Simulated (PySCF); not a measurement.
## Vibration and rotation of ZnO

TPSS constants of ZnO, ³Π (triplet), unpaired electrons σ ↑, π ↑ (basis Zn def2-SVPD, O def2-SVPD; no relativity; PySCF 2.14; masses 63.9291 and 15.9949 u):

* ωe: 523.9 cm⁻¹
* ωexe: 4.17 cm⁻¹
* Be: 0.37577 cm⁻¹
* αe: 0.00387 cm⁻¹
* D (centrifugal): 7.73e-07 cm⁻¹
* De to Zn + O: 2.04 eV

Q: Give the vibrational terms G(v) and spacings up to v = 6.

A: G(v) = ωe(v+½) − ωexe(v+½)².

```tsv
v	G(v) (cm⁻¹)	G(v) − G(v−1)	Bv (cm⁻¹)
0	261		0.3738
1	776	516	0.3700
2	1284	507	0.3661
3	1783	499	0.3622
4	2273	491	0.3584
5	2755	482	0.3545
6	3229	474	0.3506
```

Q: How well does the Morse estimate ωe²/(4ωexe) reproduce De, and what is D0?

A: It gives 2.04 eV, 100 % of the computed De. D0 = De − G(0) = 2.04 − 0.03 = 2.01 eV.

The state was picked by a PBE0 search and need not be the measured ground state.
